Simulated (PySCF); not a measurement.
## Radial density of Pt(61+) (platinum, charge +61)

M06, [Ne] 3s2 3p5, 2P determinant. All numbers are calculated (PySCF 2.14, scalar relativity by spin-free X2C-1e, in an uncontracted even-tempered set (17 s from 17 bohr⁻², ratio 2.5; 12 p from 22 bohr⁻², ratio 2.5; 4 d from 89 bohr⁻², ratio 2.7; 4 f from 130 bohr⁻², ratio 2.7)).

| r (bohr) | 4πr²ρ (e/bohr) | 4πr²(ρα − ρβ) |
| --- | --- | --- |
| 0.0131 | 108.0 | 0.5632 |
| 0.0220 | 92.83 | 1.6998 |
| 0.0369 | 118.8 | 2.8307 |
| 0.0621 | 118.5 | 0.7900 |
| 0.104 | 49.49 | 2.1197 |
| 0.176 | 51.12 | 6.9951 |
| 0.296 | 6.631 | 0.9498 |
| 0.497 | 0.02920 | 0.0038 |

Densities and radii are taken from the X2C orbitals without a picture-change correction, which distorts them close to the nucleus.

Spin-orbit coupling, absent here, splits the open shell strongly.
